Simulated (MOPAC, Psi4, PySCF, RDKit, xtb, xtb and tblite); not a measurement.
Two geometries of SMILES c1ccoc1[SiH2][CH2][GeH3], relaxed at GFN2-xTB with one dihedral held; other torsions can differ between them too.

Structure A

```
18

Ge     2.2781     1.1568    -0.1680
C      1.9924    -0.7827    -0.2922
Si     0.3382    -1.2656    -1.0978
C     -1.0453    -0.4556    -0.1304
C     -1.2549    -0.2361     1.2054
C     -2.4861     0.4453     1.3204
C     -2.9422     0.5954     0.0460
O     -2.0852     0.0585    -0.8307
H      1.2622     1.8259     0.6994
H      3.6264     1.4664     0.4171
H      2.2278     1.8151    -1.5098
H      2.0511    -1.2064     0.7100
H      2.8092    -1.2217    -0.8641
H      0.2681    -0.7846    -2.4807
H      0.2004    -2.7307    -1.0582
H     -0.6042    -0.5290     2.0051
H     -2.9636     0.7777     2.2196
H     -3.8287     1.0536    -0.3471
```

Structure B

```
18

Ge     2.3631     1.1699    -0.2296
C      1.9832    -0.7566    -0.2624
Si     0.3373    -1.2112    -1.0973
C     -1.0543    -0.4362    -0.1146
C     -1.1578     0.0331     1.1683
C     -2.4807     0.4995     1.3286
C     -3.0935     0.2819     0.1321
O     -2.2464    -0.2792    -0.7397
H      1.3534     1.9463     0.5508
H      3.7024     1.4414     0.3945
H      2.4053     1.7494    -1.6075
H      1.9972    -1.1345     0.7593
H      2.7944    -1.2572    -0.7901
H      0.2886    -0.6992    -2.4714
H      0.1943    -2.6764    -1.1061
H     -0.3791     0.0414     1.9053
H     -2.9146     0.9349     2.2056
H     -4.0916     0.4802    -0.2069
```

Question: Which is lower in energy at the level B3LYP-D3(BJ)/def2-SVP // GFN2-xTB in Psi4 1.11, and by how much?

Answer: B is lower, by 1.71 kJ/mol (dihedral C2–Si3–C4–O8: 140° in A, 160° in B).

E(B) − E(A) in kJ/mol at the other levels, on the same two geometries: GFN2-xTB (xtb and tblite) -1.03; B3LYP/def2-SVP // GFN2-xTB (Psi4) -1.65; PBE/def2-SVP // GFN2-xTB (Psi4) -1.47; PBE-D3(BJ)/def2-SVP // GFN2-xTB (Psi4) -1.47; UFF // GFN2-xTB (RDKit) 1.04; PM7, restricted, heats of formation // GFN2-xTB (MOPAC) 0.46; PM3, restricted, heats of formation // GFN2-xTB (MOPAC) -0.52; GFN1-xTB // GFN2-xTB (xtb) -1.04; restricted B3LYP/6-31G*, spherical d, density fitting // GFN2-xTB (PySCF) -1.46; restricted Hartree-Fock/STO-3G // GFN2-xTB (PySCF) -0.20; restricted B3LYP/LANL2DZ, with its core potentials past Ne // GFN2-xTB (PySCF) -1.01.
